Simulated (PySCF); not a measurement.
CH4AlO, multiplicity 2. Atoms are numbered in the order given.

```xyz
7

Al     0.5828     0.1250     0.0000
C     -0.3119    -1.6415     0.0000
H     -0.9550    -1.7157     0.8912
H     -0.9550    -1.7157    -0.8912
H      0.3951    -2.4810     0.0000
O     -0.5019     1.4695     0.0000
H     -0.1749     2.3803     0.0000
```
Charge 0, spin multiplicity 2.

Geometry optimised at PBE-D3(BJ)/def2-TZVP. The spin state was assumed, not searched. The isomer is the one that the SMILES or the coordinates give; other isomers of the formula were not compared. Other conformers were not sampled.

The numbers are results of PBE-D3(BJ)/def2-TZVP run with PySCF, not measurements.

Frequencies are harmonic and unscaled.

```tsv
mode	ν (cm⁻¹)	IR (km/mol)	moving atoms (share of kinetic energy)
1	15	0.6	H 86 %
2	182	5.2	O 32 %, Al 25 %, H 25 %, C 18 %
3	349	70.4	H 94 %
4	563	0.7	H 84 %, C 14 %
5	564	33.9	C 46 %, H 27 %, Al 24 %
6	601	88.2	H 68 %, O 19 %, C 9 %
7	680	107.9	H 75 %, C 13 %
8	793	56.9	O 46 %, Al 41 %, H 11 %
9	1133	3.0	H 82 %, C 18 %
10	1385	3.9	H 95 %
11	1396	5.2	H 95 %
12	2961	6.2	H 97 %
13	3042	4.6	H 91 %, C 9 %
14	3072	5.3	H 91 %, C 9 %
15	3790	69.0	H 94 %
```
